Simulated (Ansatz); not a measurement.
Cost and result for the atomization energy of CH$_{4}$BInO, SMILES `[InH2][B]1CO1` (8 atoms, 8 bonds).

The species carries charge 0 and has multiplicity 1. Correlated methods include outer-core shells of In, which these sets cover unevenly. In takes the def2 core potential. The structure was optimised at the PBE0-D4/def2-TZVP level. Program: Ansatz. All runs use 2 threads of an Arm Neoverse V1 on a shared host. Times are those of one run each, without the atoms' runs, and a repeat can differ threefold. Electronic energies, without spin–orbit coupling; frozen cores. CCSD(T)/CBS adds CCSD(T) − MP2 in def2-TZVPP to the MP2 limit, and its time is that of the two runs behind it. T1 = 0.016. With those shells the extrapolation isn't a true limit.

CCSD(T)/CBS is a level of theory with its own doubt, some kJ/mol a heavy atom from the limit and from the frozen cores, so smaller differences don't rank the functionals.

```
                             level  functions  wall time  atomization (kJ/mol)  difference from CCSD(T)/CBS  per bond
            LDA (SPW92)/def2-TZVPP        199      1.4 s                3072.6                        442.9      55.4
              revPBE-D4/def2-TZVPP        199      2.5 s                2622.2                         -7.5      -0.9
                PBE0-D4/def2-TZVPP        199      3.2 s                2645.6                         15.9       2.0
               BHLYP-D4/def2-TZVPP        199      3.5 s                2534.5                        -95.2     -11.9
             r2SCANh-D4/def2-TZVPP        199      5.5 s                2637.8                          8.1       1.0
                  CCSD(T)/def2-SVP         88      5.5 s                2497.8                       -131.9     -16.5
r2SCAN-D4/def2-TZVPP (with forces)        199        6 s                2660.0                         30.3       3.8
                 B2PLYP/def2-TZVPP        199      6.5 s                2599.8                        -29.9      -3.7
               PBE-QIDH/def2-TZVPP        199      6.5 s                2624.7                         -5.0      -0.6
                 B97M-V/def2-TZVPP        199       12 s                2665.3                         35.6       4.4
                    MP2/def2-QZVPP        373       19 s                2652.4                         22.7       2.8
                CCSD(T)/def2-TZVPP        199      120 s                2568.8                        -60.9      -7.6
                 CCSD(T)/CBS(def2)          –    2.2 min                2629.7                          0.0       0.0
```

In def2-TZVPP, CCSD(T) changes the Hartree–Fock value by +704.6 kJ/mol (the triples alone add +48.3 kJ/mol) and MP2 by +751.9 kJ/mol; breaking electron pairs costs correlation energy, which Hartree–Fock lacks. From r2SCAN to r2SCAN0 (25 % exact exchange), in def2-TZVPP and without D4, the atomization energy moves by −54.2 kJ/mol: exact exchange takes away binding that semilocal exchange gives to molecules. Leaving LDA and LC-ωPBE aside and taking each functional with its dispersion term where it has one, the values, not all of them listed here, spread over 168.8 kJ/mol, from BHLYP-D4 to PBE-D4. LDA lies +382.3 kJ/mol from PBE without D4, its usual overbinding.

Spin–orbit coupling would lower the free In atoms strongly, and the atomization energy with them, by more than many differences here.
